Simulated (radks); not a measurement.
Question: Coherent X-ray form factor from a spherical all-electron density. Method: Dirac Kohn-Sham, PBE, spin-unpolarised, spherical densities, point nucleus; computed with a radial shooting solver on a logarithmic mesh with Libxc functionals.

sin(theta)/lambda (1/angstrom)  f0 (electrons)
0.05                                    49.378
0.1                                     47.658
0.15                                    45.199
0.2                                     42.404
0.25                                    39.577
0.3                                     36.886
0.4                                     32.103
0.5                                     28.102
0.6                                     24.827
0.8                                     20.204
1                                       17.295
1.25                                    14.564
1.5                                     12.114
2                                        8.245

The species is in the configuration that NIST lists as its ground one. Which atom or ion scatters so?

Answer: The iodine ion I3+, [Kr] 4d10 5s2 5p2. Extrapolating in s^2 from the first two rows gives f0(0) = 50.0, near the electron count 50; among species with that count, the fall with angle is slower the higher Z, and the table is that of Z = 53; from so few rows the species is fixed only to a neighbour or two.
